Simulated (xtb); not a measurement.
xtb input (GFN2-xTB):

```bash
xtb mol.xyz --gfn 2 --ohess tight --chrg -1 --uhf 0
```
mol.xyz:
```
10

F      1.94601551    -0.73684990     0.06089744
C      0.61922476    -0.37706013     0.01156867
C     -0.43943399    -1.14168523     0.13782623
C     -1.56596593    -0.15817671     0.00806290
C     -0.96933494     1.21366795    -0.15100569
C      0.36464513     1.07936467    -0.13415247
H     -2.23691943    -0.35797948    -0.83571843
H     -2.26076909    -0.17365253     0.92343259
H     -1.50645337     2.19852561    -0.19968334
H      1.08026314     1.84906355    -0.23654053
```

End of the output:

```
   ------------------------------------------------------------------------
    298.15    0.601038E-02    0.741424E-01    0.341850E-01    0.399574E-01
   ------------------------------------------------------------------------

         :::::::::::::::::::::::::::::::::::::::::::::::::::::
         ::                  THERMODYNAMIC                  ::
         :::::::::::::::::::::::::::::::::::::::::::::::::::::
         :: total free energy         -17.513229652018 Eh   ::
         ::.................................................::
         :: total energy              -17.553187079713 Eh   ::
         :: zero point energy           0.068132056693 Eh   ::
         :: G(RRHO) w/o ZPVE           -0.028174628997 Eh   ::
         :: G(RRHO) contrib.            0.039957427696 Eh   ::
         :::::::::::::::::::::::::::::::::::::::::::::::::::::

optimized geometry written to: xtbopt.xyz

           -------------------------------------------------
          | TOTAL ENERGY              -17.553187079713 Eh   |
          | TOTAL ENTHALPY            -17.479044646372 Eh   |
          | TOTAL FREE ENERGY         -17.513229652018 Eh   |
          | GRADIENT NORM               0.000118252624 Eh/α |
          | HOMO-LUMO GAP               2.424406041262 eV   |
           -------------------------------------------------

------------------------------------------------------------------------
------------------------------------------------------------------------
 total:
 SCF:
 ANC optimizer:
 analytical hessian:
```

It need not be the lowest isomer of its formula. Whether it binds its extra electron was not tested at this geometry.
